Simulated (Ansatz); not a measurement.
Consider the isomerisation: `C[B]([SiH3])[SnH3]` → `[CH3][SnH2][BH][SiH3]`.

Calculated with Ansatz (gas phase, PBE0-D4/def2-TZVP geometries, no zero-point term in ΔE). CCSD(T)/CBS adds triple-zeta CCSD(T) − MP2 to the extrapolated MP2 energy (def2 sets, frozen cores). DFT in def2-TZVPP. B3LYP here is the variant with VWN-RPA as its local correlation; programs differ in this. Elements past krypton have def2 core potentials. For Sn outer-core shells are correlated without core-valence functions, which leaves a few kJ/mol of doubt a bond. One conformer a species, not always the lowest.

| level | ΔE (kcal/mol) | difference from CCSD(T)/CBS |
| --- | --- | --- |
| B3LYP-D4 | 7.2 | 2.0 |
| ωB97X-V | 6.8 | 1.6 |
| ωB97M-V | 7.1 | 1.9 |
| B2PLYP | 6.3 | 1.1 |
| PBE | 8.0 | 2.8 |
| r2SCAN | 7.8 | 2.6 |
| PBE0 | 7.7 | 2.5 |
| B3LYP | 6.8 | 1.6 |
| HF/def2-TZVPP | 5.3 | 0.1 |
| MP2/def2-TZVPP | 5.5 | 0.3 |
| CCSD/def2-TZVPP | 5.6 | 0.4 |
| CCSD(T)/def2-TZVPP | 5.7 | 0.5 |
| HF/def2-QZVPP | 5.2 | 0.0 |
| HF/CBS(def2) | 5.2 | 0.0 |
| MP2/CBS(def2) | 4.9 | -0.3 |
| CCSD/CBS(def2) | 5.1 | -0.1 |
| CCSD(T)/CBS | 5.2 | 0 |

Largest T1 diagnostic among the species: 0.014.
